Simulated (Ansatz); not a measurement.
A structure relaxed at PBE0-D4/def2-SVP in Ansatz, charge 0, singlet:

```xyz
8

Si   -0.5142    0.9249    0.5759
H     0.1804    1.7913    1.5636
H    -1.9264    1.3495    0.3919
O    -0.3358   -0.7352    0.8810
Si    0.5142   -0.9249   -0.5759
H    -0.1804   -1.7913   -1.5636
H     1.9264   -1.3495   -0.3919
O     0.3358    0.7352   -0.8810
```

Q: Give its formula, name or SMILES and point group.

A: cyclo-(H2SiO)2 (Si2O2H4). Point group D2h (tolerance 0.1 Å).

Q: Summarise the bond lengths by kind (pairs closer than 1.2 times the sum of covalent radii, bridged metal pairs left out).

A: 4 × O–Si 1.70 Å; 1 × Si–Si 2.41 Å; 4 × H–Si 1.49 Å.
